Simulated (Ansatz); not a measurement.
A run for Ansatz (an electronic-structure program): R-PBE0/def2-TZVPP on H4Se2Si (SMILES [SiH3][Se][SeH]), a point of a torsion scan.

Ansatz 0.2 input:
```yaml
crystal:
  periodic: [false, false, false]
  atoms:
    - {symbol: Si, position_ang: [-0.86164741, 0.06877006, 0.30033165]}
    - {symbol: Se, position_ang: [0.88941769, 0.58379390, -1.12342877]}
    - {symbol: Se, position_ang: [-0.24817142, 1.52694650, -2.89348830]}
    - {symbol: H, position_ang: [-1.95607709, -0.43708470, -0.52142741]}
    - {symbol: H, position_ang: [-1.25542750, 1.28876308, 0.99981366]}
    - {symbol: H, position_ang: [-0.28643334, -0.93180673, 1.18686564]}
    - {symbol: H, position_ang: [-0.29150837, 0.32868875, -3.71961493]}
basis:
  gaussian:
    orbitals: def2-TZVPP
hamiltonian:
  xc: {name: PBE0}
scf: {lower_state_search: off}
```

Question: Give the final energy of this run.

Answer: -5094.3491 hartree.

Question: How many basis functions does it have, and what does it roughly cost on one machine?

Answer: 194 functions; around 6 core-seconds (rough).
